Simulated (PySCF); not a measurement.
ZrOCl, SMILES [O]=[Zr][Cl] (connectivity only; charge and spin as stated), neutral, multiplicity 2.

Geometry: B3LYP-D3(BJ)/def2-TZVP. The multiplicity is an assumed one; other spin states were not compared. The def2 effective core potentials stand for the cores of Zr; spin–orbit coupling is left out.

All values below come from TDA-PBE/def2-TZVPD (PySCF 2.14.0).

Vertical excitations. The molecule is in vacuum.

Computed excitation energies, oscillator strengths and character:
```tsv
state	energy (eV)	λ (nm)	f	main pairs
root 1	0.81	1532	0.009	α HOMO→LUMO 99 %
root 2	1.13	1099	0.027	α HOMO→LUMO+1 99 %
root 3	2.34	530	0.056	α HOMO→LUMO+2 97 %
root 4	2.98	417	0.047	α HOMO→LUMO+3 99 %
root 5	3.63	341	0.000	α HOMO−1→LUMO 99 %
root 6	3.81	325	0.010	α HOMO−1→LUMO+1 70 %, α HOMO→LUMO+4 17 %, β HOMO→LUMO 11 %
root 7	3.83	324	0.042	α HOMO→LUMO+4 79 %, α HOMO−1→LUMO+1 16 %
root 8	3.94	315	0.004	α HOMO−1→LUMO+1 11 %, β HOMO→LUMO 87 %
root 9	3.94	315	0.231	α HOMO→LUMO+5 94 %
root 10	4.17	297	0.000	α HOMO−3→LUMO 85 %, β HOMO→LUMO+1 7 %
```
Unrestricted roots are not spin-pure.
